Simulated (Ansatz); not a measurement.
A nudged elastic band was laid between two geometries of F$_{2}$H$_{6}$OW (10 atoms, charge 0, multiplicity 1).

The calculation used RKS PBE/def2-SVP in Ansatz 0.2.0.

- movable images: 5
- climbing image: yes
- spring: 5.0 eV/Å²
- optimiser: quadratic models (default)
- start path: through a guess of the saddle point
- force threshold: 0.03 eV/Å
- iteration limit: 60
- end points: relaxed

First end point:

```xyz
10
Properties=species:S:1:pos:R:3
W 0.094 0.037 0.034
F -0.097 -0.313 1.881
H 1.401 -1.102 0.366
H -0.959 1.344 0.584
H -1.551 -0.330 -0.194
H -0.360 -1.566 -0.304
F 0.543 0.621 -1.657
O 1.710 1.531 0.785
H 2.428 1.091 1.281
H 1.343 2.216 1.377
```

Last end point:

```xyz
10
Properties=species:S:1:pos:R:3
W 0.270 0.237 -0.283
F 0.043 0.180 2.147
H 1.404 -0.775 0.459
H -0.699 1.438 0.395
H -1.351 -0.147 0.007
H -0.198 -1.374 -0.031
F 0.506 0.434 -2.101
O 1.492 1.504 0.758
H 2.388 1.122 0.849
H 0.698 0.909 1.954
```

Q: What changes between the two ends?

A: Bonds broken: O8–H10. Bonds formed: F2–H10.

Q: Give the energies along the band, and the barrier.

A: The forces met the threshold. The highest image is number 5 of 0 to 6, 0.39 eV above the first end and 0.09 eV above the last; the last end lies 0.30 eV above the first. A vibrational analysis at the climbing image gives one clearly imaginary mode, 335i cm⁻¹: a first-order saddle point. The orbitals stay closed-shell, which can raise the energy where a bond breaks towards radicals; this wasn't checked here.

```csv
image,path coordinate (Å),energy (eV),O8–H10 (Å),F2–H10 (Å)
0,0.00,0.00,0.98,2.95
1,0.40,0.01,0.98,2.68
2,0.80,0.04,0.98,2.30
3,1.20,0.13,0.99,1.95
4,1.61,0.27,1.01,1.63
5,2.01,0.39,1.15,1.26
6,2.46,0.30,1.55,1.00
```

Q: What is the geometry of the highest image?

A: 
```xyz
10
Properties=species:S:1:pos:R:3
W 0.230 0.212 -0.234
F 0.038 0.116 1.952
H 1.425 -0.804 0.427
H -0.751 1.447 0.384
H -1.393 -0.157 0.022
H -0.215 -1.397 0.007
F 0.434 0.394 -2.063
O 1.498 1.534 0.914
H 2.398 1.161 1.003
H 0.887 1.022 1.741
```

Q: What are the harmonic wavenumbers there?

A: 335i, 116, 167, 382, 430, 553, 604, 620, 689, 746, 791, 836, 877, 912, 941, 971, 1051, 1418, 1753, 1955, 2008, 2060, 2070, 3689 cm⁻¹.

Run time: 2.8 min on 2 threads of Arm Neoverse V1, with other jobs on the host, peak memory 0.14 GiB.
